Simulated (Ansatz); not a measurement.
SnBi2 (the lowest singlet isomer of a short search) was relaxed with PBE0-D4 (def2-SVP) in Ansatz in these states: neutral quintet, neutral singlet, neutral triplet. The geometries follow in no particular order.

In the def2 sets Bi, Sn take a core potential; there is no spin–orbit coupling.

A:

```xyz
3

Bi   -0.0305    0.9147   -1.5993
Bi   -0.0227   -1.5486   -0.0389
Sn    0.0532    0.6339    1.6382
```

B:

```xyz
3

Bi    0.097    1.455    0.763
Bi   -0.884   -0.112   -1.384
Sn    0.787   -1.344    0.621
```

C:

Cartesian coordinates in Å:
```
Bi -0.548 1.232 1.114
Bi 0.055 0.514 -1.671
Sn 0.494 -1.746 0.557
```

Judge from the bond lengths which geometry belongs to which state (an estimate).

A is the neutral triplet (Bi2–Sn3 2.754 Å, Bi1–Sn3 3.251 Å, Bi1–Bi2 2.916 Å); B is the neutral singlet (Bi2–Sn3 2.886 Å, Bi1–Sn3 2.886 Å, Bi1–Bi2 2.834 Å); C is the neutral quintet (Bi2–Sn3 3.204 Å, Bi1–Sn3 3.204 Å, Bi1–Bi2 2.939 Å).

At PBE0-D4/def2-TZVP a singlet lies 0.97 eV below the neutral triplet. At PBE0-D4/def2-TZVP a singlet lies 2.21 eV below the neutral quintet. These are the stationary points nearest to one start from a short search; other shapes may lie lower in each state.
